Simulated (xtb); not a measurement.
F$_{3}$Ti (SMILES [F][Ti]([F])[F]), doublet, at a GFN2-xTB geometry (such geometries of metal compounds can be far from the true shape), atoms displaced at random by about 0.05 Å a coordinate. Base run: GFN1-xTB run with xtb.

xtb was given this input:
```
$ xtb mol.xyz --gfn 1 --uhf 1 --opt --json

# file mol.xyz
4

Ti    -0.07376394     0.01215170     0.01577434
F     -1.45869307    -0.75916557     0.01781561
F      0.04821413     1.47979492    -0.67584999
F      1.36712124    -0.63459219     0.63695800
```

Variants of this job, named by their change:

| change | ΔE vs base (kcal/mol) | optimiser steps |
|---|---|---|
| base | 0.000 | 10 |
| opt level = sloppy | 0.047 | 4 |
| alpb = dmf | -4.58 | 10 |
| engine = inertial | 0.024 | - |
| opt level = vtight | 0.000 | 12 |
| alpb = dmso | 0.541 | 10 |
| opt level = tight | 0.000 | 11 |
| engine = lbfgs | 0.000 | - |
| opt level = crude | 0.047 | 4 |
| opt level = extreme | 0.000 | 12 |
